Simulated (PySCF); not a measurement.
**How methods differ on the ionisation energy of Cr²⁺**

Cr²⁺ [Ar] 3d4 (5D) → Cr³⁺ [Ar] 3d3 (4F), as a difference of total energies. All numbers are calculated (PySCF 2.14, scalar relativity by spin-free X2C-1e, in jorge-DZP-DKH (8s6p2d1f, 43 functions)). Correlated levels: valence: [Ar] frozen. The calculations carry no spin-orbit coupling.

| method | ionisation energy (eV) | difference from reference (eV) |
| --- | --- | --- |
| UHF | 29.938 | -1.021 |
| MN15 | 31.800 | +0.841 |
| M06-2X | 31.281 | +0.322 |
| MP2 (valence) | 30.310 | -0.649 |
| SCS-MP2 (valence) | 30.062 | -0.897 |

Reference: 30.959 ± 0.025 eV (measured; NIST Atomic Spectra Database, ionization energies).

The reference lies between the lowest fine-structure levels, while these numbers refer to the centres of the terms.

Errors of the correlated levels include the incompleteness of this basis and the frozen core.
